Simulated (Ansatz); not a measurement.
Program: Ansatz. Geometries: PBE0-D4/def2-TZVP. ΔE: electronic, gas phase. CCSD(T)/CBS is the MP2 limit (def2-TZVPP, def2-QZVPP) plus CCSD(T) − MP2 in def2-TZVPP, frozen cores. DFT in def2-TZVPP. HSE06 is defined as in plane-wave codes. Each species was taken in one conformer, which may not be the lowest.

Consider the formal exchange of groups at the Al–Cl bond: `[OH][Al]([SH])[Cl]` + `C=CCCF` → `[OH][AlH][SH]` + `C=CCC(F)Cl`.

`[OH][Al]([SH])[Cl]`:

```xyz
6

O     0.812   -1.554    0.030
Al    0.022   -0.077   -0.103
S    -0.261    1.079    1.701
Cl   -0.671    0.631   -1.945
H     0.985   -2.138   -0.707
H    -0.888    2.058    1.025
```

`C=CCCF`:

Z-matrix (Å, degrees):
```
C
C 1 1.493
C 1 1.513 2 113.0
H 1 1.095 2 110.2 3 121.3
H 1 1.096 2 110.1 3 -120.7
C 2 1.325 1 124.6 3 -122.0
H 2 1.087 1 115.9 3 57.5
F 3 1.386 1 110.1 2 -63.4
H 3 1.094 1 111.2 2 55.7
H 3 1.094 1 111.0 2 177.6
H 6 1.084 2 121.6 1 179.7
H 6 1.086 2 121.5 1 -0.6
```

`[OH][AlH][SH]`:

Cartesian coordinates in Å:
```
O -1.418 -0.018 0.525
Al 0.175 0.542 0.447
S 1.646 -0.311 -0.926
H -1.794 -0.722 0.002
H 0.601 1.716 1.397
H 0.790 -1.207 -1.445
```

`C=CCC(F)Cl`:

```xyz
12

C    -0.290    1.186    1.593
C    -0.570    0.686    0.400
C     0.457    0.180   -0.557
C     0.212   -1.233   -1.036
F    -0.996   -1.312   -1.664
Cl    0.231   -2.402    0.303
H     0.730    1.245    1.960
H    -1.070    1.552    2.250
H    -1.602    0.634    0.065
H     0.466    0.803   -1.461
H     1.455    0.226   -0.116
H     0.977   -1.566   -1.739
```

Is it downhill or uphill in electronic energy at CCSD(T)/CBS, and by how much? (An estimate is asked.)

Ansatz gave: Uphill: ΔE = +214.3 kJ/mol.

What do these levels give: revPBE-D4, revPBE, HSE06, CCSD(T)/def2-SVP, CCSD(T)/def2-TZVPP, HF/def2-QZVPP? (An estimate is asked.)

Ansatz gave: revPBE-D4 198.6, revPBE 205.4, HSE06 211.5, CCSD(T)/def2-SVP 211.0, CCSD(T)/def2-TZVPP 212.5, HF/def2-QZVPP 230.4 kJ/mol.

Largest T1 diagnostic among the species: 0.012.

From r2SCAN to r2SCAN0 (25 % exact exchange), in def2-TZVPP and without D4, ΔE moves by +5.2 kJ/mol. In def2-TZVPP, CCSD(T) changes the Hartree–Fock value by −18.0 kJ/mol (the triples alone add −4.2 kJ/mol) and MP2 by −14.2 kJ/mol. Leaving LDA and LC-ωPBE aside and taking each functional with its dispersion term where it has one, the values, not all of them listed here, spread over 22.4 kJ/mol, from revPBE-D4 to BHLYP-D4. LDA lies −9.2 kJ/mol from PBE without D4.
